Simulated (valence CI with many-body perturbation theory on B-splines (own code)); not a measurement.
# Forbidden lines of Lu XLIX

Calculated by relativistic CI+MBPT: five valence electrons over a frozen Dirac-Fock core [Ar], a basis of 7 s, 7 p, 8 d, 6 f, 4 g, 1 h functions for each j, with the one-electron correlation potential Σ1, the two-electron term Σ2, the three-electron term Σ3, Breit, model QED; selected CI, second order for the rest (own B-spline code, finite nucleus).

No measured spectrum was set against this ion. As an estimate, large intervals hold to a few tenths of a per cent, small ones and those within an open d or f shell to about a per cent. Among the levels kept, up to 250 cm⁻¹ of a level comes from second order outside the variational space, and about a tenth of that is noise between levels of different J, which matters for small intervals. The list stops below the first excitations out of the core. Only levels of the ground parity were solved; by the run's estimate the other parity begins above the list, which can be wrong where configurations are misplaced.

Lines 1 to 50 of 120 in falling wavelength, among levels below 1893000 cm⁻¹, chosen from the decays that carry over 1 % of a level's rate. Wavelengths and rates use the calculated energies. Electric multipoles are in the length gauge, E1 and E2 with the static RPA response of the core. S is in atomic units (e²a₀⁴ for E2 and M2, e²a₀⁶ for E3), for M1 in squared Bohr magnetons. Weak lines are less certain than strong ones. Lines between different terms over intervals too small for the method are left out, as are lines whose strength nearly cancels. The highest levels of a list are the least certain.

Levels are named by their leading jj configuration (3d3/2^4 stands for four electrons in 3d with j = 3/2), which in mixed levels can hold well under half, so a name can repeat and another be missing. Letters in brackets count levels of one name in rising energy.

| λ vac (nm) | Upper | Lower | Type | A (s⁻¹) | S (a.u.) |
| --- | --- | --- | --- | --- | --- |
| 934.1 | (3d3/2^3 3d5/2^2) J=11/2 | (3d3/2^3 3d5/2^2) J=7/2 [a] | E2 | 2.67e-08 | 2.04e-05 |
| 244.6 | (3d3/2^3 3d5/2^2) J=9/2 | (3d3/2^3 3d5/2^2) J=11/2 | M1 | 5.87e+02 | 3.18e+00 |
| 193.8 | (3d3/2^3 3d5/2^2) J=9/2 | (3d3/2^3 3d5/2^2) J=7/2 [a] | M1 | 1.32e+03 | 3.57e+00 |
| 153.1 | (3d3/2^3 3d5/2^2) J=5/2 [b] | (3d3/2^3 3d5/2^2) J=3/2 [a] | M1 | 2.14e+03 | 1.71e+00 |
| 111.8 | (3d3/2^3 3d5/2^2) J=1/2 | (3d3/2^3 3d5/2^2) J=3/2 [a] | M1 | 1.65e+04 | 1.71e+00 |
| 87.48 | (3d3/2^3 3d5/2^2) J=7/2 [b] | (3d3/2^3 3d5/2^2) J=7/2 [a] | M1 | 3.26e+03 | 6.48e-01 |
| 74.18 | (3d3/2^3 3d5/2^2) J=3/2 [b] | (3d3/2^3 3d5/2^2) J=1/2 | M1 | 2.98e+03 | 1.80e-01 |
| 73.85 | (3d3/2^2 3d5/2^3) J=1/2 [b] | (3d3/2^2 3d5/2^3) J=3/2 [a] | M1 | 2.74e+04 | 8.19e-01 |
| 66.12 | (3d3/2^2 3d5/2^3) J=9/2 [c] | (3d3/2^2 3d5/2^3) J=9/2 [b] | M1 | 2.24e+04 | 2.40e+00 |
| 62.91 | (3d3/2^3 3d5/2^2) J=3/2 [b] | (3d3/2^3 3d5/2^2) J=5/2 [b] | M1 | 9.48e+03 | 3.50e-01 |
| 59.08 | (3d3/2^3 3d5/2^2) J=5/2 [b] | (3d3/2^3 3d5/2^2) J=5/2 [a] | M1 | 4.05e+04 | 1.86e+00 |
| 54.05 | (3d3/2^2 3d5/2^3) J=3/2 [c] | (3d3/2^2 3d5/2^3) J=1/2 [b] | M1 | 1.58e+04 | 3.69e-01 |
| 45.53 | (3d3/2^2 3d5/2^3) J=3/2 [b] | (3d3/2^2 3d5/2^3) J=5/2 [a] | M1 | 1.31e+04 | 1.83e-01 |
| 44.59 | (3d3/2^3 3d5/2^2) J=3/2 [b] | (3d3/2^3 3d5/2^2) J=3/2 [a] | M1 | 2.52e+04 | 3.32e-01 |
| 42.43 | (3d3/2^2 3d5/2^3) J=3/2 [c] | (3d3/2^2 3d5/2^3) J=5/2 [c] | M1 | 4.15e+04 | 4.70e-01 |
| 40.32 | (3d3/2^2 3d5/2^3) J=1/2 [a] | (3d3/2^3 3d5/2^2) J=3/2 [b] | M1 | 1.35e+05 | 6.56e-01 |
| 38.81 | (3d3/2^2 3d5/2^3) J=3/2 [a] | (3d3/2^3 3d5/2^2) J=3/2 [b] | M1 | 4.58e+04 | 3.97e-01 |
| 37.39 | (3d3/2^2 3d5/2^3) J=5/2 [b] | (3d3/2^3 3d5/2^2) J=3/2 [b] | M1 | 8.36e+04 | 9.71e-01 |
| 30.47 | (3d3/2^3 3d5/2^2) J=3/2 [b] | (3d3/2^3 3d5/2^2) J=5/2 [a] | M1 | 2.02e+04 | 8.49e-02 |
| 30.12 | (3d3/2^2 3d5/2^3) J=5/2 [d] | (3d3/2^2 3d5/2^3) J=5/2 [b] | M1 | 9.07e+04 | 5.51e-01 |
| 29.69 | (3d3/2^2 3d5/2^3) J=9/2 [a] | (3d3/2^3 3d5/2^2) J=7/2 [b] | M1 | 1.53e+05 | 1.48e+00 |
| 29.20 | (3d3/2^2 3d5/2^3) J=5/2 [c] | (3d3/2^3 3d5/2^2) J=3/2 [b] | M1 | 4.31e+05 | 2.39e+00 |
| 28.66 | (3d3/2^2 3d5/2^3) J=3/2 [b] | (3d3/2^3 3d5/2^2) J=3/2 [b] | M1 | 1.35e+04 | 4.72e-02 |
| 28.33 | (3d3/2^2 3d5/2^3) J=7/2 [a] | (3d3/2^3 3d5/2^2) J=5/2 [b] | M1 | 3.19e+05 | 2.15e+00 |
| 28.29 | (3d3/2^2 3d5/2^3) J=5/2 [a] | (3d3/2^3 3d5/2^2) J=3/2 [a] | M1 | 5.80e+04 | 2.92e-01 |
| 27.27 | (3d3/2^2 3d5/2^3) J=5/2 [a] | (3d3/2^3 3d5/2^2) J=7/2 [a] | M1 | 2.87e+05 | 1.29e+00 |
| 26.77 | (3d3/2^3 3d5/2^2) J=5/2 [a] | (3d3/2^4 3d5/2) J=5/2 | M1 | 1.79e+06 | 7.63e+00 |
| 26.33 | (3d3/2^2 3d5/2^3) J=7/2 [a] | (3d3/2^3 3d5/2^2) J=9/2 | M1 | 5.02e+05 | 2.72e+00 |
| 26.18 | (3d3/2 3d5/2^4) J=7/2 [a] | (3d3/2^2 3d5/2^3) J=5/2 [c] | M1 | 2.98e+05 | 1.59e+00 |
| 26.12 | (3d3/2^2 3d5/2^3) J=1/2 [a] | (3d3/2^3 3d5/2^2) J=1/2 | M1 | 8.39e+05 | 1.11e+00 |
| 26.04 | (3d3/2^2 3d5/2^3) J=11/2 | (3d3/2^3 3d5/2^2) J=9/2 | M1 | 2.01e+05 | 1.58e+00 |
| 25.61 | (3d3/2^2 3d5/2^3) J=5/2 [b] | (3d3/2^3 3d5/2^2) J=7/2 [b] | M1 | 2.03e+05 | 7.59e-01 |
| 25.48 | (3d3/2^2 3d5/2^3) J=3/2 [a] | (3d3/2^3 3d5/2^2) J=1/2 | M1 | 1.68e+05 | 4.12e-01 |
| 25.44 | (3d3/2^2 3d5/2^3) J=1/2 [b] | (3d3/2^3 3d5/2^2) J=3/2 [b] | M1 | 3.24e+04 | 3.96e-02 |
| 25.03 | (3d3/2^2 3d5/2^3) J=9/2 [a] | (3d3/2^3 3d5/2^2) J=9/2 | M1 | 1.55e+04 | 9.04e-02 |
| 24.93 | (3d3/2 3d5/2^4) J=5/2 [a] | (3d3/2^2 3d5/2^3) J=3/2 [a] | M1 | 4.03e+05 | 1.39e+00 |
| 24.89 | (3d3/2 3d5/2^4) J=9/2 | (3d3/2^2 3d5/2^3) J=7/2 [c] | M1 | 2.87e+05 | 1.64e+00 |
| 24.67 | (3d3/2^2 3d5/2^3) J=5/2 [d] | (3d3/2^2 3d5/2^3) J=7/2 [a] | M1 | 2.16e+05 | 7.22e-01 |
| 24.56 | (3d3/2 3d5/2^4) J=3/2 [a] | (3d3/2^2 3d5/2^3) J=5/2 [c] | M1 | 3.95e+05 | 8.68e-01 |
| 24.01 | (3d3/2 3d5/2^4) J=7/2 [a] | (3d3/2^2 3d5/2^3) J=9/2 [b] | M1 | 3.10e+05 | 1.27e+00 |
| 24.00 | (3d3/2^2 3d5/2^3) J=3/2 [a] | (3d3/2^3 3d5/2^2) J=5/2 [b] | M1 | 6.72e+05 | 1.38e+00 |
| 23.53 | (3d3/2^2 3d5/2^3) J=11/2 | (3d3/2^3 3d5/2^2) J=11/2 | M1 | 1.25e+06 | 7.26e+00 |
| 23.45 | (3d3/2^2 3d5/2^3) J=5/2 [b] | (3d3/2^3 3d5/2^2) J=5/2 [b] | M1 | 7.94e+05 | 2.28e+00 |
| 23.31 | (3d3/2 3d5/2^4) J=11/2 | (3d3/2^2 3d5/2^3) J=9/2 [b] | M1 | 2.84e+05 | 1.60e+00 |
| 23.20 | (3d3/2^2 3d5/2^3) J=9/2 [b] | (3d3/2^3 3d5/2^2) J=7/2 [b] | M1 | 2.26e+05 | 1.05e+00 |
| 23.18 | (3d3/2^2 3d5/2^3) J=7/2 [a] | (3d3/2^3 3d5/2^2) J=7/2 [a] | M1 | 7.68e+05 | 2.84e+00 |
| 22.70 | (3d3/2^2 3d5/2^3) J=9/2 [a] | (3d3/2^3 3d5/2^2) J=11/2 | M1 | 5.05e+05 | 2.19e+00 |
| 22.23 | (3d3/2^2 3d5/2^3) J=7/2 [b] | (3d3/2^3 3d5/2^2) J=7/2 [b] | M1 | 2.40e+05 | 7.83e-01 |
| 22.16 | (3d3/2^2 3d5/2^3) J=9/2 [a] | (3d3/2^3 3d5/2^2) J=7/2 [a] | M1 | 7.68e+05 | 3.10e+00 |
| 21.88 | (3d3/2 3d5/2^4) J=7/2 [a] | (3d3/2^2 3d5/2^3) J=5/2 [b] | M1 | 6.82e+05 | 2.12e+00 |
